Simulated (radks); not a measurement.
Results of a calculation; reference values are marked as such.
Pm23+, configuration [Ar] 3d10 4s2 4p5 4d2 4f1 (not the ground configuration).

Code: a radial shooting solver on a logarithmic mesh with Libxc functionals. Model: scalar-relativistic Kohn-Sham, SCAN, spin-polarised, spherical densities, finite nucleus; open shells are filled with parallel spins first (spin-orbit coupling, left out, can overturn this in heavy ions); meta-GGA in the generalised Kohn-Sham scheme; Fermi nuclear charge, rms radius 4.962 fm.

Energy parts (Ry):
part                       energy
total                 -19561.7517
kinetic                20896.1170
electron-nucleus      -45595.1368
Hartree                 5545.6922
exchange-correlation    -408.4242

Orbitals (lengths in bohr, moments of r in powers of bohr; r(max) is where P^2 peaks):
orbital,occ.,eigenvalue (Ry),r(max),<r^4>,<1/r>
1s up,1,-3365.405,0.01479,1.419e-06,67.42
1s down,1,-3365.351,0.01479,1.419e-06,67.42
2s up,1,-591.5423,0.08368,0.0002286,15.62
2s down,1,-591.4089,0.08368,0.0002285,15.62
2p up,3,-533.5400,0.06761,0.0001691,14.68
2p down,3,-533.4009,0.06760,0.0001690,14.68
3s up,1,-167.6377,0.2373,0.008747,5.754
3s down,1,-167.4667,0.2374,0.008700,5.755
3p up,3,-149.2760,0.2324,0.009083,5.428
3p down,3,-149.0771,0.2325,0.009023,5.431
3d up,5,-124.4400,0.1906,0.007230,5.151
3d down,5,-124.2059,0.1906,0.007172,5.154
4s up,1,-68.11528,0.5311,0.1613,2.596
4s down,1,-67.23112,0.5311,0.1630,2.591
4p up,3,-61.51119,0.5467,0.1880,2.449
4p down,2,-60.63831,0.5462,0.1900,2.444
4d up,2,-52.26620,0.5515,0.2190,2.271
4f up,1,-42.34620,0.4924,0.2193,2.026

The highest occupied level is 4f up at -576.15 eV. The spin density at the nucleus is -1.352 e/bohr^3 (1s -3.239, 2s -3.338, 3s -1.113, 4s 6.338). Summed over all electrons, <r^2> = 4.978 bohr^2, which gives a Langevin (diamagnetic) susceptibility term of -3.94 x 10^-6 cm^3/mol. The density falls to 0.001 e/bohr^3 at r = 1.46 bohr. The electron density at the nucleus is 5.139e+05 e/bohr^3 (large components only).

Empty levels of this run are not shown, since the potential may be unsettled where no density lies.
